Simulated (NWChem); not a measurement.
All runs are NWChem calculations. System: ammonium (H₄N (+1)), charge 1, spin multiplicity 1, at a geometry optimised with B3LYP/def2-SVP. Level: CR-EOMCCSD(T)/aug-cc-pVDZ, 1 core orbitals frozen.

Input file:

```
start mol
memory heap 100 mb stack 700 mb global 1900 mb
charge 1
geometry units angstroms nocenter noautoz
  N      0.000000     0.000000     0.000000
  H      0.842807     0.000000     0.595954
  H     -0.842807     0.000000     0.595954
  H      0.000000     0.842806    -0.595955
  H      0.000000    -0.842806    -0.595955
  symmetry group C2v
end
basis spherical
  * library aug-cc-pvdz
end
scf
  rhf
  nopen 0
  maxiter 100
  thresh 1e-7
  semidirect memsize 60000000 filesize 0
end
tce
  freeze core 1
  creomsd(t)
  nroots 1
  2eorb
  2emet 13
  thresh 1e-5
  maxiter 200
  tilesize 24
end
task tce energy
```

Output (cleaned and shortened):

```
             Northwest Computational Chemistry Package (NWChem) 7.3.0
             --------------------------------------------------------

                                NWChem Input Module
                                -------------------

 Scaling coordinates for geometry "geometry" by  1.889725989
 (inverse scale =  0.529177249)

 Turning off AUTOSYM since
 SYMMETRY directive was detected!

                             Geometry "geometry" -> ""
                             -------------------------

 Output coordinates in angstroms (scale by  1.889725989 to convert to a.u.)

  No.       Tag          Charge          X              Y              Z
 ---- ---------------- ---------- -------------- -------------- --------------
    1 N                    7.0000     0.00000000     0.00000000     0.00000000
    2 H                    1.0000     0.84280700     0.00000000     0.59595400
    3 H                    1.0000    -0.84280700     0.00000000     0.59595400
    4 H                    1.0000     0.00000000     0.84280600    -0.59595500
    5 H                    1.0000     0.00000000    -0.84280600    -0.59595500

 Effective nuclear repulsion energy (a.u.)      16.2380439531

            Nuclear Dipole moment (a.u.)
            ----------------------------
        X                 Y               Z
 ---------------- ---------------- ----------------
     0.0000000000     0.0000000000    -0.0000037795

      Symmetry information
      --------------------

 Group name             C2v
 Group number             16
 Group order               4
 No. of unique centers     3

      Symmetry unique atoms

     1    2    4


 Summary of "ao basis" -> "" (spherical)
 ------------------------------------------------------------------------------
       Tag                 Description            Shells   Functions and Types
 ---------------- ------------------------------  ------  ---------------------
 *                        aug-cc-pvdz                 on all atoms

 Summary of "ao basis" -> "ao basis" (spherical)
 ------------------------------------------------------------------------------
       Tag                 Description            Shells   Functions and Types
 ---------------- ------------------------------  ------  ---------------------
 N                        aug-cc-pvdz                9       23   4s3p2d
 H                        aug-cc-pvdz                5        9   3s2p

                                 NWChem SCF Module
                                 -----------------

  ao basis        = "ao basis"
  functions       =    59
  atoms           =     5
  closed shells   =     5
  open shells     =     0
  charge          =   1.00
  wavefunction    = RHF
  use symmetry    = T
  symmetry adapt  = T

 Summary of "ao basis" -> "ao basis" (spherical)
 ------------------------------------------------------------------------------
       Tag                 Description            Shells   Functions and Types
 ---------------- ------------------------------  ------  ---------------------
 N                        aug-cc-pvdz                9       23   4s3p2d
 H                        aug-cc-pvdz                5        9   3s2p

      Symmetry analysis of basis
      --------------------------

        a1         25
        a2          6
        b1         14
        b2         14

 Forming initial guess at       0.1s

      Superposition of Atomic Density Guess
      -------------------------------------

 Sum of atomic energies:         -56.30005003

 Renormalizing density from      11.00 to     10

      Non-variational initial energy
      ------------------------------

 Total energy =     -53.121356
 1-e energy   =     -97.234043
 2-e energy   =      27.874643
 HOMO         =      -1.180595
 LUMO         =      -0.294404

      Symmetry analysis of molecular orbitals - initial
      -------------------------------------------------

  Numbering of irreducible representations:

     1 a1          2 a2          3 b1          4 b2

  Orbital symmetries:

     1 a1          2 a1          3 a1          4 b1          5 b2
     6 a1          7 b1          8 b2          9 a1         10 b2
    11 b1         12 a1         13 a1         14 b1         15 a1

 Starting SCF solution at       0.3s

 ----------------------------------------------
         Quadratically convergent ROHF

 Convergence threshold     :          1.000E-07
 Maximum no. of iterations :          100
 Final Fock-matrix accuracy:          1.000E-09
 ----------------------------------------------

              iter       energy          gnorm     gmax       time
             ----- ------------------- --------- --------- --------
                 1      -56.3383815206  2.11D+00  6.19D-01      0.3
                 2      -56.5355531216  3.59D-01  9.56D-02      0.3
                 3      -56.5467320219  2.10D-02  9.24D-03      0.3
                 4      -56.5467569423  1.23D-04  4.61D-05      0.4
                 5      -56.5467569431  1.11D-09  4.77D-10      0.4

       Final RHF  results
       ------------------

         Total SCF energy =    -56.546756943094
      One-electron energy =   -104.625857950866
      Two-electron energy =     31.841057054675
 Nuclear repulsion energy =     16.238043953097

        Time for solution =      0.1s

       Symmetry analysis of molecular orbitals - final
       -----------------------------------------------

  Numbering of irreducible representations:

     1 a1          2 a2          3 b1          4 b2

  Orbital symmetries:

     1 a1          2 a1          3 a1          4 b1          5 b2
[...]
 creom_N i2_2 nr of boxes                   126
 creom_N i2_3 nr of boxes                    72
 creom_N i2_4 nr of boxes                   126

CR-EOMCCSD(T) triples loop cpu wall             0.6            0.6

 CR-EOMCCSD(T)  total energy / hartree       =       -56.192032972219152
 CR-EOMCCSD(T)  excitation energy (eV)       =     15.39123

 =========================================
 Excited-state calculation ( a2  symmetry)
 =========================================
 Dim. of EOMCC iter. space      500

 EOMCCSD SOLVER TYPE  1
  maxdiff =   0.90518024498976890

 No. of initial right vectors    2

 EOM-CCSD right-hand side iterations
 --------------------------------------------------------------
      Residuum       Omega / hartree  Omega / eV    Cpu    Wall
 --------------------------------------------------------------

 Iteration   1 using    2 trial vectors
   0.4923358184926   0.7913788098214   21.53452     0.5     0.5

 Iteration   2 using    3 trial vectors
   0.1021955559253   0.6968208044522   18.96147     0.2     0.2

 Iteration   3 using    4 trial vectors
   0.1187570388580   0.6774813499419   18.43521     0.2     0.2

 Iteration   4 using    5 trial vectors
   0.0487227532894   0.6633813323569   18.05153     0.2     0.2

 Iteration   5 using    6 trial vectors
   0.0311524850095   0.6603875603027   17.97007     0.2     0.2

 Iteration   6 using    7 trial vectors
   0.0510125769358   0.6582764543358   17.91262     0.2     0.2

 Iteration   7 using    8 trial vectors
   0.0420314140108   0.6543937821015   17.80697     0.2     0.2

 Iteration   8 using    9 trial vectors
   0.0171456892439   0.6534897870823   17.78237     0.2     0.2

 Iteration   9 using   10 trial vectors
   0.0060155251753   0.6533860278062   17.77955     0.2     0.2

 Iteration  10 using   11 trial vectors
   0.0022317441703   0.6533482282138   17.77852     0.2     0.2

 Iteration  11 using   12 trial vectors
   0.0007104657362   0.6533445223129   17.77842     0.2     0.2

 Iteration  12 using   13 trial vectors
   0.0002279297386   0.6533385222920   17.77825     0.2     0.2

 Iteration  13 using   14 trial vectors
   0.0000715660445   0.6533355516487   17.77817     0.2     0.2

 Iteration  14 using   15 trial vectors
   0.0000247604716   0.6533362165924   17.77819     0.2     0.2

 Iteration  15 using   16 trial vectors
   0.0000100215351   0.6533361990728   17.77819     0.2     0.2

 Iteration  16 using   17 trial vectors
   0.0000082772199   0.6533362179717   17.77819     0.2     0.2
 --------------------------------------------------------------
 Iterations converged
 ------------------

 Excited state root  1
 Excitation energy / hartree =        0.653336217971666
                   / eV      =       17.778190613702950
 largest EOMCCSD amplitudes: R1 and R2

 Singles contributions
     8b1  (alpha) ---     5b2  (alpha)        0.4722079550
    12b1  (alpha) ---     5b2  (alpha)       -0.1892588745
    14b1  (alpha) ---     5b2  (alpha)       -0.4262773457
    28b1  (alpha) ---     5b2  (alpha)        0.1138485317
     9b2  (alpha) ---     4b1  (alpha)        0.4719704913
    11b2  (alpha) ---     4b1  (alpha)       -0.1891640793
    16b2  (alpha) ---     4b1  (alpha)       -0.4260689169
    27b2  (alpha) ---     4b1  (alpha)        0.1137910194

 Doubles contributions
======= CR-EOMCCSD(T) calculation ======
corresponding R0 value =     0.000000

CR-EOMCCSD(T) Intermediates cpu wall time             0.6            0.6
 creom_N i2_1 nr of boxes                    72
 creom_N i2_2 nr of boxes                   126
 creom_N i2_3 nr of boxes                    72
 creom_N i2_4 nr of boxes                   126

CR-EOMCCSD(T) triples loop cpu wall             0.5            0.5

 CR-EOMCCSD(T)  total energy / hartree       =       -56.105874038226958
 CR-EOMCCSD(T)  excitation energy (eV)       =     17.73573

 =========================================
 Excited-state calculation ( b1  symmetry)
 =========================================
 Dim. of EOMCC iter. space      500

 EOMCCSD SOLVER TYPE  1
  maxdiff =   0.84704464989759054

 No. of initial right vectors    1

 EOM-CCSD right-hand side iterations
 --------------------------------------------------------------
      Residuum       Omega / hartree  Omega / eV    Cpu    Wall
 --------------------------------------------------------------

 Iteration   1 using    1 trial vectors
   0.5224122285598   0.6872983059167   18.70235     0.3     0.3

 Iteration   2 using    2 trial vectors
   0.1156120324938   0.5893941414816   16.03824     0.2     0.2

 Iteration   3 using    3 trial vectors
   0.0895290662266   0.5739548434443   15.61811     0.2     0.2

 Iteration   4 using    4 trial vectors
   0.0322056576884   0.5674189074273   15.44026     0.2     0.2

 Iteration   5 using    5 trial vectors
   0.0104788615778   0.5662964835646   15.40972     0.2     0.2

 Iteration   6 using    6 trial vectors
   0.0040576115860   0.5662458584825   15.40834     0.3     0.3

 Iteration   7 using    7 trial vectors
   0.0029481820462   0.5662169336060   15.40755     0.3     0.3

 Iteration   8 using    8 trial vectors
   0.0021547623032   0.5661901214695   15.40682     0.3     0.3

 Iteration   9 using    9 trial vectors
   0.0010691588966   0.5662142175576   15.40748     0.3     0.3

 Iteration  10 using   10 trial vectors
   0.0006073499926   0.5662121942693   15.40742     0.3     0.3

 Iteration  11 using   11 trial vectors
   0.0003770121922   0.5662089997618   15.40734     0.3     0.3

 Iteration  12 using   12 trial vectors
   0.0002125516314   0.5662074844150   15.40730     0.3     0.3

 Iteration  13 using   13 trial vectors
   0.0000979699913   0.5662059080713   15.40725     0.3     0.3

 Iteration  14 using   14 trial vectors
   0.0000444923025   0.5662070748176   15.40728     0.3     0.3

 Iteration  15 using   15 trial vectors
   0.0000196682870   0.5662074803000   15.40730     0.3     0.3

 Iteration  16 using   16 trial vectors
   0.0000091880724   0.5662073508734   15.40729     0.3     0.3
 --------------------------------------------------------------
 Iterations converged
 ------------------

 Excited state root  1
 Excitation energy / hartree =        0.566207350873399
                   / eV      =       15.407292499347745
 largest EOMCCSD amplitudes: R1 and R2

 Singles contributions
     6a1  (alpha) ---     4b1  (alpha)       -0.8776905629
    10a1  (alpha) ---     4b1  (alpha)        0.3395326358
    19a1  (alpha) ---     4b1  (alpha)       -0.1086857772

 Doubles contributions
======= CR-EOMCCSD(T) calculation ======
corresponding R0 value =     0.000000

CR-EOMCCSD(T) Intermediates cpu wall time             0.7            0.7
 creom_N i2_1 nr of boxes                    72
 creom_N i2_2 nr of boxes                   126
 creom_N i2_3 nr of boxes                    72
 creom_N i2_4 nr of boxes                   126

CR-EOMCCSD(T) triples loop cpu wall             0.7            0.7

 CR-EOMCCSD(T)  total energy / hartree       =       -56.192033014772477
 CR-EOMCCSD(T)  excitation energy (eV)       =     15.39122

 =========================================
 Excited-state calculation ( b2  symmetry)
 =========================================
 Dim. of EOMCC iter. space      500

 EOMCCSD SOLVER TYPE  1
  maxdiff =   0.84704445187238653

 No. of initial right vectors    1

 EOM-CCSD right-hand side iterations
 --------------------------------------------------------------
      Residuum       Omega / hartree  Omega / eV    Cpu    Wall
 --------------------------------------------------------------

 Iteration   1 using    1 trial vectors
   0.5224122549170   0.6872980954876   18.70234     0.4     0.4

 Iteration   2 using    2 trial vectors
   0.1156120509170   0.5893939228324   16.03823     0.3     0.3

 Iteration   3 using    3 trial vectors
   0.0895290577146   0.5739546191681   15.61811     0.3     0.3

 Iteration   4 using    4 trial vectors
   0.0322056457061   0.5674186830982   15.44025     0.3     0.3

 Iteration   5 using    5 trial vectors
   0.0104788550997   0.5662962598868   15.40971     0.3     0.3

 Iteration   6 using    6 trial vectors
   0.0040576051189   0.5662456349269   15.40833     0.3     0.3

 Iteration   7 using    7 trial vectors
   0.0029481633214   0.5662167101451   15.40755     0.3     0.3

 Iteration   8 using    8 trial vectors
   0.0021547420789   0.5661898983213   15.40682     0.3     0.3

 Iteration   9 using    9 trial vectors
   0.0010691498129   0.5662139942480   15.40747     0.3     0.3

 Iteration  10 using   10 trial vectors
   0.0006073471953   0.5662119709877   15.40742     0.3     0.3

 Iteration  11 using   11 trial vectors
   0.0003770121091   0.5662087765067   15.40733     0.3     0.3

 Iteration  12 using   12 trial vectors
   0.0002125517446   0.5662072611513   15.40729     0.3     0.3

 Iteration  13 using   13 trial vectors
   0.0000979699585   0.5662056848096   15.40725     0.3     0.3

 Iteration  14 using   14 trial vectors
   0.0000444922761   0.5662068515573   15.40728     0.3     0.3

 Iteration  15 using   15 trial vectors
   0.0000196682734   0.5662072570383   15.40729     0.3     0.3

 Iteration  16 using   16 trial vectors
   0.0000091880524   0.5662071276115   15.40729     0.3     0.3
 --------------------------------------------------------------
 Iterations converged
 ------------------

 Excited state root  1
 Excitation energy / hartree =        0.566207127611472
                   / eV      =       15.407286424079020
 largest EOMCCSD amplitudes: R1 and R2

 Singles contributions
     6a1  (alpha) ---     5b2  (alpha)       -0.8776905500
    10a1  (alpha) ---     5b2  (alpha)        0.3395327811
    19a1  (alpha) ---     5b2  (alpha)       -0.1086858401

 Doubles contributions
======= CR-EOMCCSD(T) calculation ======
corresponding R0 value =     0.000000

CR-EOMCCSD(T) Intermediates cpu wall time             0.7            0.7
 creom_N i2_1 nr of boxes                    72
 creom_N i2_2 nr of boxes                   126
 creom_N i2_3 nr of boxes                    72
 creom_N i2_4 nr of boxes                   126

CR-EOMCCSD(T) triples loop cpu wall             0.7            0.7

 CR-EOMCCSD(T)  total energy / hartree       =       -56.192033238999564
 CR-EOMCCSD(T)  excitation energy (eV)       =     15.39122

 Task  times  cpu:       24.6s     wall:       24.6s

 Total times  cpu:       24.6s     wall:       24.6s
```
